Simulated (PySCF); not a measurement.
C2H9ClOSi2, SMILES C[SiH2]O[Si@@H](C)Cl.

Coordinates come from a ωB97X-D3(BJ)/def2-SVP optimisation. The structure was generated by enumeration; whether it is a known compound was not checked. One conformer was computed; it need not be the lowest.

Method: SMD-ωB97X/6-31G* run with PySCF.

Solvation free energies are E(SMD) − E(gas) at the gas-phase geometry, for 1 M in both phases. In vacuum the dipole moment is 1.27 D.

```csv
solvent,ΔG(solv) (kcal/mol),its non-electrostatic (CDS) part,dipole (D)
water,(withheld),(withheld),(withheld)
chlorobenzene,-3.4,-1.0,1.54
1-octanol,-2.9,0.1,1.53
```

Question: Complete the blanks. (Estimate from the structure and the level; the computed values follow.)

Answer: 
- water, ΔG(solv) (kcal/mol): 1.1
- water, its non-electrostatic (CDS) part: 4.7
- water, dipole (D): 1.57
